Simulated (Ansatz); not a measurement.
`C[O][In]([F])[F]` + `C[SeH]` → `C[Se][In]([F])[F]` + CH₃OH  (ligand exchange at the In–O bond)

Gas-phase electronic energies from Ansatz, PBE0-D4/def2-TZVP geometries. CCSD(T)/CBS is the MP2 limit (def2-TZVPP, def2-QZVPP) plus CCSD(T) − MP2 in def2-TZVPP, frozen cores. This one scheme is used for every species. def2 core potentials past Kr. For In, Se outer-core shells are correlated without core-valence functions, which leaves a few kJ/mol of doubt a bond. Scalar relativity is left out up to krypton. Each species was taken in one conformer, which may not be the lowest.

`C[O][In]([F])[F]`:

```xyz
8

C     0.690    1.149    0.252
O    -0.504    0.671   -0.336
In   -0.933   -1.235   -0.373
F     0.256   -2.558    0.392
F    -2.541   -1.941   -1.159
H     0.688    2.238    0.143
H     1.588    0.760   -0.240
H     0.756    0.916    1.321
```

`C[SeH]`:

Cartesian coordinates in Å:
```
C 0.338 0.288 0.318
Se -0.130 -1.126 -0.939
H 0.145 1.266 -0.117
H 1.405 0.181 0.505
H -0.205 0.164 1.252
H -1.553 -0.772 -1.020
```

`C[Se][In]([F])[F]`:

```xyz
8

C    -0.575    0.386    1.369
Se   -1.496    0.029   -0.330
In    0.499   -0.458   -1.676
F     2.266   -0.381   -0.872
F     0.618   -0.942   -3.544
H     0.096    1.234    1.272
H    -1.371    0.625    2.073
H    -0.037   -0.495    1.708
```

CH₃OH:

```xyz
6

C     0.297   -0.195    0.021
O    -1.048    0.150    0.261
H     0.485   -1.133    0.544
H     0.997    0.556    0.407
H     0.504   -0.353   -1.045
H    -1.235    0.976   -0.189
```

```json
{"species": "`C[O][In]([F])[F]`", "CCSD(T)/CBS(def2) energy (Eh)": "-504.48097"}
{"species": "`C[SeH]`", "CCSD(T)/CBS(def2) energy (Eh)": "-2441.15625"}
{"species": "`C[Se][In]([F])[F]`", "CCSD(T)/CBS(def2) energy (Eh)": "-2830.05920"}
{"species": "CH₃OH", "CCSD(T)/CBS(def2) energy (Eh)": "-115.61712"}
```

Work out ΔE.

ΔE = (-2830.05920) + (-115.61712) − (-504.48097) − (-2441.15625) = -0.03910 Eh = -1.06 eV.

What do rigid-rotor, harmonic-oscillator terms from PBE0-D4/def2-TZVP frequencies (298.15 K, 1 bar) make of the CCSD(T)/CBS value? (An estimate is asked.)

Ansatz gave: ΔZPE = +0.10 eV, ΔH = -0.96 eV, ΔS = -4 J/(mol·K), ΔG = -0.94 eV. Modes under 50 cm⁻¹ make the entropy rough.

Largest T1 diagnostic among the species: 0.017.

At CCSD(T), def2-SVP lies +0.13 eV from the extrapolated value and def2-TZVPP +0.05 eV. From r2SCAN to r2SCAN0 (25 % exact exchange), in def2-TZVPP and without D4, ΔE moves by −0.08 eV. Leaving LDA and LC-ωPBE aside and taking each functional with its dispersion term where it has one, the values, not all of them listed here, spread over 0.17 eV, from HSE06-D4 to B97M-V. LDA lies −0.05 eV from PBE without D4.
